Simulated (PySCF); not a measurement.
Species: CH₇ClSi₂.
SMILES with atom numbers: `[CH3:1][Si@@H:2]([SiH3:3])[Cl:4]` (hydrogens: H5, H6, H7 on C1; H8 on Si2; H9, H10, H11 on Si3)

Computed by this run: PBE0-D3(BJ)/def2-SVP geometry optimisation, gas phase (PySCF 2.14.0); density fitting, grid level 1; the optimiser is geomeTRIC in internal coordinates, started from a GFN2-xTB structure with every atom displaced at random (about 0.01 Å).

Step 0: E = -29408.7738 eV
```
atom  x, y, z in Å  |  force x, y, z in eV/Å
C1     -2.9867   -0.3989   -0.2991   -0.297   1.818  -0.370
Si2    -1.8063    1.0976   -0.2967   -0.835  -0.981   0.192
Si3     0.3741    0.4387    0.0417    0.334   0.049   0.603
Cl4    -1.9635    2.0327   -2.1058    0.041   0.355  -0.818
H5     -2.9963   -0.8986    0.6396    0.126  -0.683   1.243
H6     -2.7458   -1.0886   -1.0753    0.436  -0.847  -0.872
H7     -4.0193   -0.0581   -0.4920    0.111   0.113   0.015
H8     -2.2923    2.0844    0.6749    0.009   0.263   0.476
H9      0.5219   -0.2109    1.3745   -0.138  -0.103   0.173
H10     0.8637   -0.5199   -0.9441    0.022  -0.463  -0.578
H11     1.3279    1.5582    0.0483    0.189   0.479  -0.063
```

Step 1: E = -29408.9119 eV
```
atom  x, y, z in Å  |  force x, y, z in eV/Å
C1     -3.0286   -0.3851   -0.3128    0.072  -0.308   0.068
Si2    -1.8239    1.0437   -0.2838    0.034   0.334  -0.289
Si3     0.4186    0.4486    0.0711   -0.119  -0.109  -0.072
Cl4    -1.9075    2.0056   -2.1650    0.027  -0.185   0.375
H5     -3.0251   -0.9175    0.6591    0.011   0.107  -0.183
H6     -2.7670   -1.1079   -1.1080   -0.014   0.129   0.144
H7     -4.0492   -0.0231   -0.5043   -0.020   0.042   0.000
H8     -2.2234    2.0510    0.7518   -0.037  -0.042  -0.082
H9      0.5393   -0.2041    1.4127    0.040   0.005   0.015
H10     0.8468   -0.5294   -0.9777    0.022   0.028   0.022
H11     1.2976    1.6549    0.0228   -0.016   0.001   0.002
```

**Question.** Estimate the geometry and energy of step 2. (The exact step hangs on the optimiser's Hessian estimate; all steps are aligned on step 1, rigid shifts and turns removed.)

**Answer.** E = -29408.9214 eV, largest force 0.237 eV/Å
```
atom  x, y, z in Å  |  force x, y, z in eV/Å
C1     -3.0206   -0.3841   -0.3106   -0.003  -0.083   0.024
Si2    -1.8262    1.0527   -0.2826    0.011   0.164  -0.170
Si3     0.4082    0.4404    0.0686   -0.053  -0.055  -0.004
Cl4    -1.9029    2.0047   -2.1530    0.020  -0.086   0.170
H5     -3.0159   -0.9097    0.6585    0.001   0.019  -0.019
H6     -2.7490   -1.1031   -1.0985    0.005   0.016   0.015
H7     -4.0425   -0.0250   -0.5069    0.004   0.004   0.001
H8     -2.2413    2.0579    0.7427   -0.019   0.000  -0.016
H9      0.5415   -0.2129    1.4097    0.022   0.004  -0.001
H10     0.8404   -0.5315   -0.9823    0.004   0.008  -0.001
H11     1.2857    1.6472    0.0206    0.007   0.009   0.001
```

The energy changes by -0.0095 eV. The first-order estimate −F·Δx gives -0.0136 eV and the mean of the old and new forces, exact on a quadratic surface, -0.0094 eV. The step makes an angle of 67° with the force vector and moves no atom by more than 0.021 Å.

The cost below is that of the whole optimisation. Hardware: Arm Neoverse V1, one thread, shared host with 32 logical CPUs at a one-minute load of 28. Cost: 34 s wall, 0.43 GiB resident at most.
